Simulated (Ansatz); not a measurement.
`C[S][Ge][Cl]` and `C[S][Ge][OH]` differ in one atom or group.

Ansatz, PBE0-D4/def2-TZVP geometries, multiplicity 1. Each molecule was computed in one conformer, which needn't be the lowest.

Scalar relativity is left out up to krypton.

| property | `C[S][Ge][Cl]` |
| --- | --- |
| HOMO energy (PBE0/def2-TZVPP) / eV | -7.36 |
| size of the dipole moment (B3LYP/def2-TZVPP) / D | 0.94 |
| HOMO energy (B3LYP/def2-TZVPP) / eV | -7.16 |
| LUMO energy (B3LYP/def2-TZVPP) / eV | -2.61 |
| HOMO–LUMO gap (PBE/def2-TZVPP) / eV | 3.17 |
| HOMO–LUMO gap (B3LYP/def2-TZVPP) / eV | 4.55 |

(1) Give the same properties after the change, and the shifts. (An estimate is asked.)

Answers

(1) Ansatz gave: 
| property | `C[S][Ge][OH]` | shift |
| --- | --- | --- |
| HOMO energy (PBE0/def2-TZVPP) / eV | -7.07 | 0.29 |
| size of the dipole moment (B3LYP/def2-TZVPP) / D | 1.82 | 0.88 |
| HOMO energy (B3LYP/def2-TZVPP) / eV | -6.89 | 0.27 |
| LUMO energy (B3LYP/def2-TZVPP) / eV | -2.02 | 0.59 |
| HOMO–LUMO gap (PBE/def2-TZVPP) / eV | 3.49 | 0.32 |
| HOMO–LUMO gap (B3LYP/def2-TZVPP) / eV | 4.87 | 0.32 |

With PBE0 the HOMO rises by 0.29 eV and the LUMO rises by 0.63 eV, so the gap widens by about 0.34 eV. PBE moves the HOMO by 0.27 eV and ωB97M-V by 0.28 eV. Dipoles are sizes alone; their direction can turn.

B3LYP here is the variant with VWN-RPA as its local correlation; programs differ in this.
